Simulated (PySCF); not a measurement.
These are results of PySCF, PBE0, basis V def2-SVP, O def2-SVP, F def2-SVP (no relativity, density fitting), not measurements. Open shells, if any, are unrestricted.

Task: What shape and geometry does isolated singlet VOF3 take (every ligand bound to V)?

Result: Formally V is in oxidation state +5, d0. The polar-tensor charge on V, 2.35, is far below the formal one. The lowest minimum found is a singlet of C3v symmetry with V–F 1.699 Å (×3), V–O 1.532 Å; F–V–F 110.5° (×3), F–V–O 108.4° (×3). Its harmonic wavenumbers are 217 (e), 273 (a1), 332 (e), 768 (a1), 855 (e), 1206 (a1) cm⁻¹ and its dipole moment is 0.32 D.

Stability towards spin polarisation was not tested. Only a few start shapes were tried, so a lower isomer may exist.
